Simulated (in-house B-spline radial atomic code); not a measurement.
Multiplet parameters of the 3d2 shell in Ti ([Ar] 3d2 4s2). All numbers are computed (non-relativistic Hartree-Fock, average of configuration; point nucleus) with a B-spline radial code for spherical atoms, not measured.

Slater integrals: F^2 = 62631 cm⁻¹, F^4 = 38808 cm⁻¹. Central-field spin-orbit parameter ζ(3d) = 145.2 cm⁻¹ (bare central field on non-relativistic orbitals, without two-electron terms: too large for light atoms, too small for heavy ones).

What are Racah's B and C?

B = F^2/49 - 5F^4/441 = 838 cm⁻¹, C = 35F^4/441 = 3080 cm⁻¹, C/B = 3.67.

Where do the terms lie in LS coupling, without spin-orbit interaction?

In cm⁻¹ above the Hund's-rule term:
| term | expression | energy |
| --- | --- | --- |
| 3F | 0B + 0C | 0 |
| 1D | 5B + 2C | 10351 |
| 3P | 15B + 0C | 12573 |
| 1G | 12B + 2C | 16218 |
| 1S | 22B + 7C | 40000 |

How far can these numbers be trusted?

Unscaled Hartree-Fock integrals overestimate measured term splittings, because correlation screens the repulsion; fits to spectra scale them down, most for low charges. Here ζ is 0.17 times B, so LS coupling is a fair start, though levels of equal J in close terms still mix.
